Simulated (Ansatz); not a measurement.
Dissociation curve of SiH (cation, charge +1), singlet.

RHF/cc-pVDZ (Ansatz, a quantum-chemistry and plane-wave program); FCI = full CI/cc-pVDZ, frozen core (Ansatz); UKS-B3LYP = unrestricted B3LYP/cc-pVDZ in Ansatz.

Total energies in hartree (comparable only within one method and basis):

```
R / Å         RHF         FCI   UKS-B3LYP
-----  ----------  ----------  ----------
1.21   -289.10859  -289.19085  -289.66327
1.31   -289.13707  -289.21931  -289.69209
1.36   -289.14544  -289.22781  -289.70087
1.43   -289.15222  -289.23491  -289.70843
1.47   -289.15399  -289.23693  -289.71074
1.52   -289.15445  -289.23779  -289.71195
1.57   -289.15330  -289.23713  -289.71162
1.63   -289.15022  -289.23475  -289.70961
1.65   -289.14885  -289.23364  -289.70861
1.80   -289.13469  -289.22192  -289.69747
1.87   -289.12648  -289.21517  -289.69078
2.06   -289.10183  -289.19564  -289.67051
2.27   -289.07356  -289.17523  -289.64740
2.51   -289.04278  -289.15631  -289.62432
2.72   -289.01841  -289.14431  -289.61177
3.06   -288.98486  -289.13254  -289.60138
3.32   -288.96389  -289.12786  -289.59757
3.74   -288.93739  -289.12441  -289.59454
4.14   -288.91907  -289.12324  -289.59319
4.60   -288.90442  -289.12279  -289.59243
5.44   -288.88928  -289.12261  -289.59195
6.02   -288.88380  -289.12259  -289.59189
```

The restricted form behind RHF keeps the bonding electrons paired and can't separate into open-shell fragments. The unrestricted determinant behind UKS-B3LYP is spin-contaminated at 2.51 to 6.02 Å (<S²> up to 1.0, against 0.00 for a pure singlet).
